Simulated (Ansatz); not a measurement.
`FB(F)S` + `O/C=C(/Cl)[SeH]` → `FB(F)[SeH]` + `O/C=C(/S)Cl`  (formal exchange of groups at a B–S bond)

Program: Ansatz. Geometries: PBE0-D4/def2-TZVP. ΔE: electronic, gas phase. CCSD(T)/CBS adds triple-zeta CCSD(T) − MP2 to the extrapolated MP2 energy (def2 sets, frozen cores). This one scheme is used for every species. Double bonds are as drawn, so ΔE can hold a change between cis and trans. DFT in def2-TZVPP. B3LYP here is the variant with VWN-RPA as its local correlation; programs differ in this. HSE06 is defined as in plane-wave codes. For Se outer-core shells are correlated without core-valence functions, which leaves a few kJ/mol of doubt a bond. Scalar relativity is left out up to krypton. Each species was taken in one conformer, which may not be the lowest.

```
             level  ΔE (kJ/mol)  difference from CCSD(T)/CBS
            PBE-D4        -18.9                         -3.7
         revPBE-D4        -17.9                         -2.7
           BLYP-D4        -14.8                          0.4
         r2SCAN-D4        -18.4                         -3.2
            B97M-V        -14.4                          0.8
           PBE0-D4        -18.0                         -2.8
          B3LYP-D4        -14.6                          0.6
        r2SCANh-D4        -18.2                         -3.0
        r2SCAN0-D4        -18.1                         -2.9
          HSE06-D4        -18.0                         -2.8
          BHLYP-D4        -13.7                          1.5
      CAM-B3LYP-D4        -14.6                          0.6
           ωB97X-V        -14.8                          0.4
           ωB97M-V        -15.0                          0.2
            B2PLYP        -14.2                          1.0
          PBE-QIDH        -16.4                         -1.2
            revPBE        -17.8                         -2.6
            r2SCAN        -18.5                         -3.3
              PBE0        -18.4                         -3.2
             B3LYP        -15.2                          0.0
           r2SCANh        -18.3                         -3.1
           r2SCAN0        -18.2                         -3.0
             HSE06        -18.4                         -3.2
             BHLYP        -14.8                          0.4
         CAM-B3LYP        -15.1                          0.1
           LC-ωPBE        -15.6                         -0.4
       HF/def2-SVP        -10.3                          4.9
      MP2/def2-SVP        -11.1                          4.1
     CCSD/def2-SVP         -9.9                          5.3
  CCSD(T)/def2-SVP        -10.7                          4.5
     HF/def2-TZVPP        -12.8                          2.4
    MP2/def2-TZVPP        -11.8                          3.4
   CCSD/def2-TZVPP        -10.6                          4.6
CCSD(T)/def2-TZVPP        -11.5                          3.7
     HF/def2-QZVPP        -12.9                          2.3
    MP2/def2-QZVPP        -14.0                          1.2
SCS-MP2/def2-QZVPP        -11.7                          3.5
      HF/CBS(def2)        -12.9                          2.3
     MP2/CBS(def2)        -15.5                         -0.3
    CCSD/CBS(def2)        -14.4                          0.8
       CCSD(T)/CBS        -15.2                            0
```

Largest T1 diagnostic among the species: 0.013.

At CCSD(T), def2-SVP lies +4.5 kJ/mol from the extrapolated value and def2-TZVPP +3.8 kJ/mol. Leaving LDA and LC-ωPBE aside and taking each functional with its dispersion term where it has one, the values spread over 5.2 kJ/mol, from PBE-D4 to BHLYP-D4. LDA lies −4.9 kJ/mol from PBE without D4.
